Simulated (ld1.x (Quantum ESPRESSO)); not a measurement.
## u(r) = r·R(r): atom against pseudo-atom (germanium (Ge))

Columns: radius, all-electron u(r) and pseudo u(r) of the 4p shell (level -3.90 eV) of germanium in the configuration [Ar] 3d10 4s2 4p2; PBE, scalar-relativistic, ultrasoft scheme, ld1.x (Quantum ESPRESSO) 7.5.

```tsv
r (bohr)	all-electron	pseudo
0.103	0.1475	0.0047
0.205	0.0361	0.0186
0.308	-0.1393	0.0411
0.410	-0.2340	0.0711
0.513	-0.2400	0.1079
0.615	-0.1858	0.1493
0.718	-0.0990	0.1947
0.820	-0.0008	0.2415
0.923	0.0989	0.2893
1.025	0.1916	0.3358
1.128	0.2760	0.3809
1.230	0.3492	0.4226
1.332	0.4119	0.4610
1.435	0.4651	0.4958
1.538	0.5088	0.5264
1.640	0.5436	0.5526
1.743	0.5711	0.5748
1.845	0.5915	0.5925
1.948	0.6059	0.6060
2.050	0.6150	0.6150
2.153	0.6194	0.6194
2.255	0.6198	0.6198
2.358	0.6168	0.6168
2.460	0.6108	0.6108
2.562	0.6025	0.6025
2.665	0.5920	0.5920
```

Problem. How many radial nodes do the two functions have?

Solution. The all-electron 4p function has n − l − 1 = 2; the pseudo-wave has 0, since the states of the same l below it are removed with the core.

Problem. At about which radius was the pseudo-wave matched?

Solution. 2.05 bohr, where the columns begin to agree (steps of 0.10 bohr).

Problem. Is the pseudo-wave norm-conserving?

Solution. No, it belongs to an ultrasoft set: the norm inside the radius is not constrained, and the difference is carried by the augmentation charge.
